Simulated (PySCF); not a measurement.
fluorine atom (F), doublet. Base run: PySCF with B3LYP/cc-pVTZ.

Here is a job for PySCF.
```python
from pyscf import gto, scf, dft

mol = gto.M(
    atom='''
F     0.000000    0.000000    0.000000
''',
    basis='cc-pvtz',
    charge=0,
    spin=1,
    verbose=4,
)

mf = dft.UKS(mol)
mf.xc = 'b3lyp'
mf.kernel()
mf.analyze()
```

The base run was repeated with changes; each row names its change, and settings that it needs were set with it.

```json
[
 {"change": "base", "ΔE vs base (µEh)": "0.0", "grid points": "14264", "electrons on the grid": "9.00000"},
 {"change": "small_rho_cutoff = 0", "ΔE vs base (µEh)": "0.0", "grid points": "14264", "electrons on the grid": "9.00000"},
 {"change": "grids.prune = dft.gen_grid.treutler_prune", "ΔE vs base (µEh)": "-22.0", "grid points": "12432", "electrons on the grid": "9.00000"},
 {"change": "grids.atom_grid = (150, 974)", "ΔE vs base (µEh)": "0.3", "grid points": "79984", "electrons on the grid": "9.00000"},
 {"change": "grids.radi_method = mura_knowles", "ΔE vs base (µEh)": "0.4", "grid points": "13832", "electrons on the grid": "9.00000"},
 {"change": "grids.level = 4", "ΔE vs base (µEh)": "0.3", "grid points": "28840", "electrons on the grid": "9.00000"},
 {"change": "grids.prune = off", "ΔE vs base (µEh)": "0.4", "grid points": "22656", "electrons on the grid": "9.00000"},
 {"change": "grids.atom_grid = (75, 302)", "ΔE vs base (µEh)": "0.0", "grid points": "14264", "electrons on the grid": "9.00000"},
 {"change": "grids.atom_grid = (99, 590)", "ΔE vs base (µEh)": "0.3", "grid points": "31944", "electrons on the grid": "9.00000"},
 {"change": "grids.level = 2", "ΔE vs base (µEh)": "0.4", "grid points": "11608", "electrons on the grid": "9.00000"},
 {"change": "grids.becke_scheme = stratmann", "ΔE vs base (µEh)": "0.0", "grid points": "14264", "electrons on the grid": "9.00000"}
]
```

Open shells are given as the SCF converged; they aren't shown to be the lowest states, and a large step between rows can be another state.
